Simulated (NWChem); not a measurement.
System: GaH₂F; SMILES [F][GaH2]

Here is an NWChem input.

```
start job
memory heap 200 mb stack 900 mb global 1100 mb
geometry units angstroms noautoz
  Ga     0.000000     0.000000    -0.358198
  H      0.000000     1.430943    -1.001520
  H      0.000000    -1.430943    -1.001520
  F      0.000000     0.000000     1.403792
end
basis spherical
  * library def2-svp
end
dft
  xc b3lyp
  iterations 150
  vectors input atomic output neutral.movecs
end
task dft energy
charge 1
dft
  odft
  mult 2
  vectors input atomic output cation.movecs
end
task dft energy
```

Parts of the log:

```
             Northwest Computational Chemistry Package (NWChem) 7.3.0
             --------------------------------------------------------

 C2V symmetry detected

                             Geometry "geometry" -> ""
                             -------------------------

 Output coordinates in angstroms (scale by  1.889725989 to convert to a.u.)

  No.       Tag          Charge          X              Y              Z
 ---- ---------------- ---------- -------------- -------------- --------------
    1 Ga                  31.0000     0.00000000     0.00000000    -0.34693490
    2 H                    1.0000     0.00000000     1.43094300    -0.99025690
    3 H                    1.0000     0.00000000    -1.43094300    -0.99025690
    4 F                    9.0000     0.00000000     0.00000000     1.41505510

 Effective nuclear repulsion energy (a.u.)     108.2921688557

      Symmetry information
      --------------------

 Group name             C2v
 Group number             16
 Group order               4
 No. of unique centers     3

                                 NWChem DFT Module
                                 -----------------

 Summary of "ao basis" -> "ao basis" (spherical)
 ------------------------------------------------------------------------------
       Tag                 Description            Shells   Functions and Types
 ---------------- ------------------------------  ------  ---------------------
 Ga                         def2-svp                12       32   5s4p3d
 H                          def2-svp                 3        5   2s1p
 F                          def2-svp                 6       14   3s2p1d

      Symmetry analysis of basis
      --------------------------

        a1         26
        a2          5
        b1         11
        b2         14

            General Information
            -------------------
          SCF calculation type: DFT
          Wavefunction type:  closed shell.
          No. of atoms     :     4
          No. of electrons :    42
           Alpha electrons :    21
            Beta electrons :    21
          Charge           :     0
          Spin multiplicity:     1
          Use of symmetry is: on ; symmetry adaption is: on
          Maximum number of iterations: 150
          AO basis - number of functions:    56
                     number of shells:    24
          Convergence on energy requested:  1.00D-06
          Convergence on density requested:  1.00D-05
          Convergence on gradient requested:  5.00D-04

              XC Information
              --------------
                         B3LYP Method XC Potential
                     Hartree-Fock (Exact) Exchange  0.200
                        Slater Exchange Functional  0.800 local
                    Becke 1988 Exchange Functional  0.720 non-local
              Lee-Yang-Parr Correlation Functional  0.810
                  VWN I RPA Correlation Functional  0.190 local

             Grid Information
             ----------------
          Grid used for XC integration:  medium
          Radial quadrature: Mura-Knowles
          Angular quadrature: Lebedev.
          Tag              B.-S. Rad. Rad. Pts. Rad. Cut. Ang. Pts.
          ---              ---------- --------- --------- ---------
          Ga                  1.30      112           7.0       590
          H                   0.35       45           9.0       434
          F                   0.50       49           8.0       434
          Grid pruning is: on
          Number of quadrature shells:   206
          Spatial weights used:  Erf1

      Superposition of Atomic Density Guess
      -------------------------------------

 Sum of atomic energies:       -2023.26693044

      Non-variational initial energy
      ------------------------------

 Total energy =   -2023.307786
 1-e energy   =   -3040.372767
 2-e energy   =     908.772812
 HOMO         =      -0.357111
 LUMO         =       0.000568

      Symmetry analysis of molecular orbitals - initial
      -------------------------------------------------

  Numbering of irreducible representations:

     1 a1          2 a2          3 b1          4 b2

  Orbital symmetries:

     1 a1          2 a1          3 b2          4 a1          5 b1
     6 a1          7 a1          8 b2          9 a1         10 b1
    11 a1         12 a1         13 b2         14 b1         15 a2
    16 a1         17 a1         18 b2         19 b1         20 a1
    21 b2         22 b1         23 a1         24 a1         25 b2
    26 a1         27 b2         28 b1         29 a1         30 a2
    31 b1

   convergence    iter        energy       DeltaE   RMS-Dens  Diis-err
 ---------------- ----- ----------------- --------- --------- ---------
 d= 0,ls=0.0,diis     1  -2025.5735149368 -2.13D+03  2.82D-02  5.45D-01
 d= 0,ls=0.0,diis     2  -2025.3459658596  2.28D-01  1.72D-02  3.24D+00
 d= 0,ls=0.0,diis     3  -2025.6438788168 -2.98D-01  9.07D-04  1.25D-02
 d= 0,ls=0.0,diis     4  -2025.6442612396 -3.82D-04  4.76D-04  5.27D-03
 d= 0,ls=0.0,diis     5  -2025.6445130042 -2.52D-04  1.57D-04  1.72D-04
  Resetting Diis
 d= 0,ls=0.0,diis     6  -2025.6445250865 -1.21D-05  8.27D-06  2.61D-07
 d= 0,ls=0.0,diis     7  -2025.6445251209 -3.44D-08  1.97D-06  6.21D-09

         Total DFT energy =    -2025.644525120936
      One electron energy =    -3039.963510497799
           Coulomb energy =      992.354407436402
    Exchange-Corr. energy =      -86.327590915288
 Nuclear repulsion energy =      108.292168855749

 Numeric. integr. density =       41.999983507981

                  Occupations of the irreducible representations
                  ----------------------------------------------

[...]
```

Level: B3LYP/def2-SVP, vertical spin-unrestricted ions. Geometry: optimised at B3LYP/6-31G* (spherical d).
